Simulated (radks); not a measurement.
The mercury ion Hg18+, 62 electrons, occupied as [Kr] 4d10 4f14 5s2 (the NIST ground configuration).

Calculated with a radial shooting solver on a logarithmic mesh with Libxc functionals: non-relativistic Kohn-Sham, LB94 model potential, spin-polarised, spherical densities, point nucleus; relativity is left out, which matters for an element this heavy.

Energy parts (hartree):
| part | energy |
|---|---|
| kinetic | 18324.3363 |
| electron-nucleus | -42666.5955 |
| Hartree | 6378.9991 |
(The LB94 potential has no energy functional, so no total or exchange-correlation energy is given.)

Orbitals (lengths in bohr, moments of r in powers of bohr):
orbital  occ.  eigenvalue (hartree)      <r>      <r^2>
1s          2             -2779.996  0.01891  0.0004776
2s          2             -478.7758  0.07955   0.007413
2p          6             -461.4553  0.06718   0.005462
3s          2             -124.4883   0.2004    0.04569
3p          6             -116.2194   0.1907    0.04200
3d         10             -100.7512   0.1663    0.03227
4s          2             -38.25109   0.4398     0.2175
4p          6             -34.64967   0.4427     0.2220
4d         10             -28.00760   0.4470     0.2297
4f         14             -19.03503   0.4533     0.2425
5s          2             -16.94539   0.8808     0.8621

The highest occupied level is 5s at -461.11 eV. The electron density at the nucleus is 3.679e+05 e/bohr^3.
